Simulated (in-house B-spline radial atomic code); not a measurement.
Computed with a B-spline radial atomic code. Model: two electrons, singlet ground state, non-relativistic, full CI in B-splines with partial waves to l = 8 (at full coupling up to 3e-4 hartree above the limit, correlation up to 0.6 % small), density held at that of full coupling by Lieb maximisation.

W(λ) is the mean repulsion in the state of coupling λ less the Hartree energy of the fixed density. Its start is exact exchange, its initial slope is twice the second-order Görling-Levy correlation energy, and its area from 0 to 1 is E_xc. A straight curve means weak, dynamic correlation, and a curve that drops fast and flattens means strong correlation.

Command:
```bash
python run_ac.py task.json out
```
Settings (lengths in bohr, energies in hartree):
```
potential              dot
strength               0.0847
lmax                   8
second                 -0.5
```

Time taken, with all properties: 18 s on 1 thread of Intel(R) Xeon(R) Processor @ 2.30GHz, with other jobs on the host.

**W = mean repulsion less Hartree energy, and W of three functionals.**

Given: confinement charge in harmonic well; well frequency 0.0847 hartree; nuclear charge -0.5; external potential omega^2 r^2/2 - Z/r.

Computed: PBE exchange minus exact 2.3122 millihartree; SCAN exchange minus exact -3.52 millihartree.

```json
{"coupling": "0", "W xc (hartree)": "-0.15934", "W xc minus exchange (millihartree)": "0", "kinetic minus Kohn-Sham (millihartree)": "0", "LDA (PW92) W minus its exchange (millihartree)": "0", "PBE W minus its exchange (millihartree)": "0", "SCAN W minus its exchange (millihartree)": "0"}
{"coupling": "0.02", "W xc (hartree)": "-0.16178", "W xc minus exchange (millihartree)": "-2.446", "kinetic minus Kohn-Sham (millihartree)": "0.02", "LDA (PW92) W minus its exchange (millihartree)": "-7.82", "PBE W minus its exchange (millihartree)": "-3.55", "SCAN W minus its exchange (millihartree)": "-1.83"}
{"coupling": "0.05", "W xc (hartree)": "-0.16517", "W xc minus exchange (millihartree)": "-5.832", "kinetic minus Kohn-Sham (millihartree)": "0.14", "LDA (PW92) W minus its exchange (millihartree)": "-14.69", "PBE W minus its exchange (millihartree)": "-7.64", "SCAN W minus its exchange (millihartree)": "-4.35"}
{"coupling": "0.12", "W xc (hartree)": "-0.17191", "W xc minus exchange (millihartree)": "-12.57", "kinetic minus Kohn-Sham (millihartree)": "0.71", "LDA (PW92) W minus its exchange (millihartree)": "-25.33", "PBE W minus its exchange (millihartree)": "-14.91", "SCAN W minus its exchange (millihartree)": "-9.47"}
{"coupling": "0.25", "W xc (hartree)": "?", "W xc minus exchange (millihartree)": "?", "kinetic minus Kohn-Sham (millihartree)": "?", "LDA (PW92) W minus its exchange (millihartree)": "?", "PBE W minus its exchange (millihartree)": "?", "SCAN W minus its exchange (millihartree)": "?"}
{"coupling": "0.4", "W xc (hartree)": "-0.1883", "W xc minus exchange (millihartree)": "-28.962", "kinetic minus Kohn-Sham (millihartree)": "4.67", "LDA (PW92) W minus its exchange (millihartree)": "-47.3", "PBE W minus its exchange (millihartree)": "-32.16", "SCAN W minus its exchange (millihartree)": "-23.54"}
{"coupling": "0.6", "W xc (hartree)": "-0.19454", "W xc minus exchange (millihartree)": "-35.2", "kinetic minus Kohn-Sham (millihartree)": "7.74", "LDA (PW92) W minus its exchange (millihartree)": "-56.03", "PBE W minus its exchange (millihartree)": "-39.56", "SCAN W minus its exchange (millihartree)": "-30.01"}
{"coupling": "0.8", "W xc (hartree)": "-0.19867", "W xc minus exchange (millihartree)": "-39.332", "kinetic minus Kohn-Sham (millihartree)": "10.61", "LDA (PW92) W minus its exchange (millihartree)": "-62.3", "PBE W minus its exchange (millihartree)": "-45.03", "SCAN W minus its exchange (millihartree)": "-34.8"}
{"coupling": "1", "W xc (hartree)": "-0.20161", "W xc minus exchange (millihartree)": "-42.27", "kinetic minus Kohn-Sham (millihartree)": "13.24", "LDA (PW92) W minus its exchange (millihartree)": "-67.12", "PBE W minus its exchange (millihartree)": "-49.29", "SCAN W minus its exchange (millihartree)": "-38.47"}
{"coupling": "1.4", "W xc (hartree)": "-0.20554", "W xc minus exchange (millihartree)": "-46.205", "kinetic minus Kohn-Sham (millihartree)": "17.89", "LDA (PW92) W minus its exchange (millihartree)": "-74.18", "PBE W minus its exchange (millihartree)": "-55.61", "SCAN W minus its exchange (millihartree)": "-43.72"}
{"coupling": "2", "W xc (hartree)": "?", "W xc minus exchange (millihartree)": "?", "kinetic minus Kohn-Sham (millihartree)": "?", "LDA (PW92) W minus its exchange (millihartree)": "?", "PBE W minus its exchange (millihartree)": "?", "SCAN W minus its exchange (millihartree)": "?"}
{"coupling": "3", "W xc (hartree)": "-0.21246", "W xc minus exchange (millihartree)": "-53.118", "kinetic minus Kohn-Sham (millihartree)": "32.08", "LDA (PW92) W minus its exchange (millihartree)": "-88.66", "PBE W minus its exchange (millihartree)": "-68.86", "SCAN W minus its exchange (millihartree)": "-53.11"}
{"coupling": "4.5", "W xc (hartree)": "-0.21527", "W xc minus exchange (millihartree)": "-55.934", "kinetic minus Kohn-Sham (millihartree)": "42.44", "LDA (PW92) W minus its exchange (millihartree)": "-95.32", "PBE W minus its exchange (millihartree)": "-75.04", "SCAN W minus its exchange (millihartree)": "-56.44"}
{"coupling": "7", "W xc (hartree)": "-0.21786", "W xc minus exchange (millihartree)": "-58.524", "kinetic minus Kohn-Sham (millihartree)": "57", "LDA (PW92) W minus its exchange (millihartree)": "-101.71", "PBE W minus its exchange (millihartree)": "-81.01", "SCAN W minus its exchange (millihartree)": "-58.95"}
{"coupling": "10", "W xc (hartree)": "-0.21966", "W xc minus exchange (millihartree)": "-60.32", "kinetic minus Kohn-Sham (millihartree)": "72.05", "LDA (PW92) W minus its exchange (millihartree)": "-106.2", "PBE W minus its exchange (millihartree)": "-85.23", "SCAN W minus its exchange (millihartree)": "-60.33"}
```

**Question.** What belongs in the row 0.25?

**Answer.** W xc (hartree): -0.18113; W xc minus exchange (millihartree): -21.798; kinetic minus Kohn-Sham (millihartree): 2.37; LDA (PW92) W minus its exchange (millihartree): -37.82; PBE W minus its exchange (millihartree): -24.43; SCAN W minus its exchange (millihartree): -16.99.

**Question.** What belongs in the row 2?

**Answer.** W xc (hartree): -0.20909; W xc minus exchange (millihartree): -49.75; kinetic minus Kohn-Sham (millihartree): 23.83; LDA (PW92) W minus its exchange (millihartree): -81.25; PBE W minus its exchange (millihartree): -62.04; SCAN W minus its exchange (millihartree): -48.62.

**Question.** What is the LDA exchange minus exact?

**Answer.** 19.462 millihartree.

**Energy parts, natural occupations and partial-wave weights.**

Computed: total energy 0.6644 hartree; exchange energy -0.15934 hartree; correlation energy -0.029035 hartree; kinetic part of the DFT correlation energy 0.013235 hartree; initial slope twice GL2 -0.12612 hartree; Kohn-Sham kinetic 0.079129 hartree; Lieb Oxford ratio E_xc over LDA exchange 1.3467.

| natural | occupation of the shell (electrons) |
| --- | --- |
| s | 1.7056 |
| p | 0.29123 |
| s | 0.0028116 |
| d | ? |
| p | 8.048e-05 |
| f | 4.6251e-05 |

**Question.** What belongs in the row d?

**Answer.** occupation of the shell (electrons): 0.00016184.

| wave | weight |
| --- | --- |
| s | 0.85422 |
| p | 0.14566 |
| d | 8.5545e-05 |
| f | ? |
| g | 6.596e-06 |

**Question.** What belongs in the row f?

**Answer.** weight: 2.5253e-05.

**Question.** What is the kinetic part over minus potential part?

**Answer.** 0.3131.

**Question.** What is the Hartree energy?

**Answer.** 0.31867 hartree.

Half-way to full coupling W has made 76 % of its drop, against 50 % for a straight line, and second-order (GL2) theory, half the initial slope, overshoots the correlation energy by about 117 %: correlation is strong. Over couplings 0 to 1 the errors in E_xc come to about +0.9 millihartree for LDA, -1.7 millihartree for PBE, +0.8 millihartree for SCAN. In LDA and PBE and SCAN the errors of exchange and correlation have opposite signs, so the sum is smaller than the larger of the two.
